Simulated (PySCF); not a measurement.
Species: C2H7B2F.
SMILES with atom numbers: `[CH3:1][B:2]([CH3:3])[BH:4][F:5]` (hydrogens: H6, H7, H8 on C1; H9, H10, H11 on C3; H12 on B4)

Torsions of this conformer, `[CH3:1][B:2]([CH3:3])[BH:4][F:5]`: C1–B2–B4–F5 -87°.

The closed-shell ground state was solved at several levels (PySCF, density fitting, gas phase, non-relativistic). Geometry: PBE0-D3(BJ)/def2-SVP; no solvent, vibrations or thermal averaging.

```tsv
level	basis functions	HOMO (eV)	LUMO (eV)	gap (eV)	dipole (D)
B3LYP/pcJ-1	205	-7.36	-1.18	6.18	1.40
wB97X-D/pcSseg-2	278	-9.42	0.93	10.35	1.44
PBE0/def2-SVPD	159	-7.55	-1.00	6.55	1.50
```

Q: Estimate the row for PBE0/pcSseg-1, a basis of 120 functions; the other rows only guide the guess.

A: HOMO -7.52 eV, LUMO -0.98 eV, gap 6.54 eV, dipole 1.43 D.

Q: Over all these levels, which gives the widest orbital gap and which the narrowest?

A: wB97X-D/pcSseg-2 (range-separated hybrid) has the widest, 10.35 eV, and B3LYP/pcJ-1 (global hybrid, 20 % exact exchange) the narrowest, 6.18 eV. Functional and basis both differ between the two, so the spread mixes both effects.

Q: How far do the dipole and the HOMO energy spread over the levels?

A: The dipole runs from 1.40 to 1.50 D (mean 1.44 D) and the HOMO from -9.42 to -7.36 eV.
